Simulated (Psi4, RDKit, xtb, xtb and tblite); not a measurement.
Relaxed torsion scan: C₁₂H₈S₃, SMILES c1csc(-c2ccc(-c3cccs3)s2)c1. Scanned: dihedral S3–C4–C5–S14; all other coordinates were relaxed at GFN2-xTB. Points at φ and −φ are mirror images. Heavy atoms are numbered in the order of the SMILES c1csc(-c2ccc(-c3cccs3)s2)c1, hydrogens after them in the order of the atoms that carry them; the mirror image has the same energies with the sign of each dihedral reversed.

MMFF94 // GFN2-xTB (RDKit); GFN1-xTB // GFN2-xTB (xtb); GFN2-xTB (xtb and tblite); PBE-D3(BJ)/def2-SVP // GFN2-xTB (Psi4).

Energies relative to the lowest point of each profile, in kcal/mol; the last columns give the difference from PBE-D3(BJ):

```csv
φ / °,MMFF94,GFN1-xTB,GFN2-xTB,PBE-D3(BJ)/def2-SVP,MMFF94 − PBE-D3(BJ)/def2-SVP,GFN1-xTB − PBE-D3(BJ)/def2-SVP,GFN2-xTB − PBE-D3(BJ)/def2-SVP
-150,0.1,1.1,1.1,0.4,-0.3,0.7,0.7
-120,1.2,3.7,3.9,2.2,-1.0,1.5,1.7
-90,2.2,5.4,5.8,4.2,-2.0,1.3,1.6
-60,1.5,3.7,4.3,2.4,-1.0,1.3,1.8
-30,0.8,1.2,2.1,0.7,0.1,0.5,1.4
0,1.2,0.2,1.4,0.6,0.6,-0.4,0.8
30,0.8,1.2,2.1,0.7,0.1,0.5,1.4
60,1.5,3.7,4.3,2.4,-1.0,1.3,1.8
90,2.2,5.4,5.8,4.2,-2.0,1.3,1.6
120,1.2,3.7,3.9,2.2,-1.0,1.5,1.7
150,0.1,1.1,1.1,0.4,-0.3,0.7,0.7
180,0.0,0.0,0.0,0.0,0.0,0.0,0.0
```

MMFF94 is furthest from PBE-D3(BJ)/def2-SVP at -90 (-2.0 kcal/mol, below); its mean absolute difference over the points is 0.8 kcal/mol.

GFN1-xTB is furthest from PBE-D3(BJ)/def2-SVP at -120 (1.5 kcal/mol, above); its mean absolute difference over the points is 0.9 kcal/mol.

GFN2-xTB is furthest from PBE-D3(BJ)/def2-SVP at -60 (1.8 kcal/mol, above); its mean absolute difference over the points is 1.3 kcal/mol.
